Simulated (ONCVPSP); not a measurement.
chlorine, ONCV: configuration errors across variants

ONCVPSP 4.0.1 input, shortened (lines: element, Z, core and valence counts, functional; n l f; lmax; l rc ep ncon nbas qcut; lloc lpopt rc5 dvloc0; l nproj debl; icmod fcfact rcfact), PBE, non-relativistic:

```
  Cl 17.00    3    2        4      upf
    1    0    2.00
    2    0    2.00
    2    1    6.00
    3    0    2.00
    3    1    4.50
    1
    0    1.30    0.00    4    7    4.70
    1    1.30    0.00    4    8    6.20
    1    5    1.30    0.00
    0    2    2.60
    1    0    1.00
    3    5.00    1.75
```

All-electron excitation energies from the reference (eV): (1) 3s2 3p5 -5.590; (2) 3s2 3p4 8.300; (3) 3s2 3p3 33.759; (4) 3s1 3p6 6.383.

1 further variants failed, have other tests or too few solved ones, and are left out.

Errors AE − PS in meV (a dash: test not solved or not reliable):

| change | (1) | (2) | (3) | (4) | bound ghosts | GHOST(+) flags above zero |
| --- | --- | --- | --- | --- | --- | --- |
| base | +0.5 | +0.5 | +2.2 | -1.5 | none | none |
| all radii but the core radius scaled by about 0.83 (s 1.08, p 1.08 bohr) | +0.6 | +0.6 | +2.7 | -0.9 | none | s |
| all radii but the core radius scaled by about 0.91 (s 1.18, p 1.18 bohr) | +0.5 | +0.5 | +2.2 | -1.0 | none | s |
| all radii but the core radius scaled by about 0.95 (s 1.24, p 1.24 bohr) | +0.5 | +0.5 | +2.1 | -1.2 | none | none |
| all radii but the core radius scaled by about 1.09 (s 1.42, p 1.42 bohr) | +0.5 | +0.5 | +2.8 | -2.5 | none | none |
| all radii but the core radius scaled by about 1.22 (s 1.58, p 1.58 bohr) | +0.6 | +0.7 | +4.4 | -5.1 | none | none |
| all radii but the core radius scaled by about 1.25 (s 1.62, p 1.62 bohr) | +0.7 | +0.8 | +5.0 | -5.9 | none | none |
| all radii but the core radius scaled by about 1.31 (s 1.70, p 1.70 bohr) | +0.8 | +0.9 | +6.8 | -7.9 | none | none |

(1) Give the same row for: all radii but the core radius scaled by about 1.14 (s 1.48, p 1.48 bohr).

Results:

(1) +0.5, +0.6, +3.3, -3.3; bound ghosts: none; GHOST(+) flags above zero: none.
